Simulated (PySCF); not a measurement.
SiFCl2Br, SMILES F[Si](Cl)(Cl)Br.

Geometry: ωB97X-D3(BJ)/def2-SVP.

Calculation: TDDFT-PBE/def2-SVPD run with PySCF.

Vertical excitations. Isolated molecule, no solvent. State labels are in the subgroup Cs.

Computed excitation energies, oscillator strengths and character:
```json
[
 {"state": "S1", "symmetry": "A\"", "energy (eV)": "6.10", "λ (nm)": "203", "f": "0.007", "main pairs": "HOMO→LUMO 99 %"},
 {"state": "S2", "symmetry": "A'", "energy (eV)": "6.24", "λ (nm)": "199", "f": "0.013", "main pairs": "HOMO−1→LUMO 99 %"},
 {"state": "S3", "symmetry": "A\"", "energy (eV)": "6.68", "λ (nm)": "185", "f": "0.014", "main pairs": "HOMO−2→LUMO 98 %"},
 {"state": "S4", "symmetry": "A\"", "energy (eV)": "7.11", "λ (nm)": "174", "f": "0.008", "main pairs": "HOMO−3→LUMO 98 %"},
 {"state": "S5", "symmetry": "A'", "energy (eV)": "7.23", "λ (nm)": "172", "f": "0.030", "main pairs": "HOMO−4→LUMO 88 %"},
 {"state": "S6", "symmetry": "A\"", "energy (eV)": "7.26", "λ (nm)": "171", "f": "0.001", "main pairs": "HOMO→LUMO+1 100 %"},
 {"state": "S7", "symmetry": "A'", "energy (eV)": "7.43", "λ (nm)": "167", "f": "0.012", "main pairs": "HOMO−5→LUMO 95 %"},
 {"state": "S8", "symmetry": "A'", "energy (eV)": "7.51", "λ (nm)": "165", "f": "0.005", "main pairs": "HOMO−1→LUMO+1 70 %, HOMO→LUMO+2 24 %"},
 {"state": "S9", "symmetry": "A\"", "energy (eV)": "7.71", "λ (nm)": "161", "f": "0.012", "main pairs": "HOMO→LUMO+3 92 %"},
 {"state": "S10", "symmetry": "A\"", "energy (eV)": "7.79", "λ (nm)": "159", "f": "0.000", "main pairs": "HOMO−1→LUMO+2 99 %"},
 {"state": "T1", "symmetry": "A\"", "energy (eV)": "5.75", "λ (nm)": "216", "f": "0", "main pairs": "HOMO→LUMO 99 %"},
 {"state": "T2", "symmetry": "A'", "energy (eV)": "5.87", "λ (nm)": "211", "f": "0", "main pairs": "HOMO−1→LUMO 99 %"},
 {"state": "T3", "symmetry": "A\"", "energy (eV)": "6.38", "λ (nm)": "194", "f": "0", "main pairs": "HOMO−2→LUMO 99 %"},
 {"state": "T4", "symmetry": "A\"", "energy (eV)": "6.80", "λ (nm)": "182", "f": "0", "main pairs": "HOMO−3→LUMO 98 %"}
]
```
Triplets are in the Tamm–Dancoff approximation, which puts them higher than full response would, so one can lie above its singlet here.
